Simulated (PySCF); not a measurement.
Calculated NMR parameters of bis(dimethylphosphino)methane

```yaml
Formula: C5H14P2
SMILES: CP(C)CP(C)C
Point_group_of_the_computed_structure: C2
Carbon_signals: 2
Proton_signals: 2
```

Atoms are numbered as in `[CH3:1][P:2]([CH3:3])[CH2:4][P:5]([CH3:6])[CH3:7]`. Hydrogens are named by the atom that carries them.

One conformer, relativity neglected, isolated molecule, one averaged value for each set of equivalent atoms. GFN2-xTB geometry; GIAO PBE0/pcSseg-1 shieldings; PySCF 2.14.

δ = σ(ref) − σ, references computed at the same level: ¹H and ¹³C vs TMS; H3PO4 for ³¹P.

| carbon | δC, type | δH (multiplicity) | HMBC from (2–3 bonds) | span of the C tensor (ppm) |
| --- | --- | --- | --- | --- |
| C1/C3/C6/C7 | 20.2, CH3 | 1.09 (m) | H(C4), H(C1)/H(C3)/H(C6)/H(C7) | 34 |
| C4 | 44.0, CH2 | 1.15 (m) | H(C1)/H(C3)/H(C6)/H(C7) | 31 |

Other nuclei:
| atoms | nucleus | environment | δ (ppm) | σ (ppm) |
| --- | --- | --- | --- | --- |
| P2/P5 | ³¹P | phosphorus bonded to 3 C | -79.0 | 397.4 |

1. δC 44.0: sp3 CH2 bonded to 2 P.
2. δC 20.2: methyl carbon bonded to P.
3. δH 1.15: hydrogen on an sp3 CH2 bonded to 2 P.
4. δH 1.09: hydrogen on a methyl carbon bonded to P.

Splittings by ³¹P in the carbon and heteronuclear signals aren't shown, as no couplings were computed. Shifts are as computed. Against solution values, carbons near 30 ppm lie about +3 ppm off and those near 130 ppm about +5 ppm. Of 1211 compounds with measured shifts, 218 miss one by over three times the rms of a fit or turn the order of signals round; such compounds aren't used in these exercises. Experimental scales use liquid or dissolved standards, which lie at an offset from isolated H3PO4. Multiplicities follow the n + 1 count of equivalent neighbours, as no J values were calculated; m marks all less simple cases, F and P coupling included.
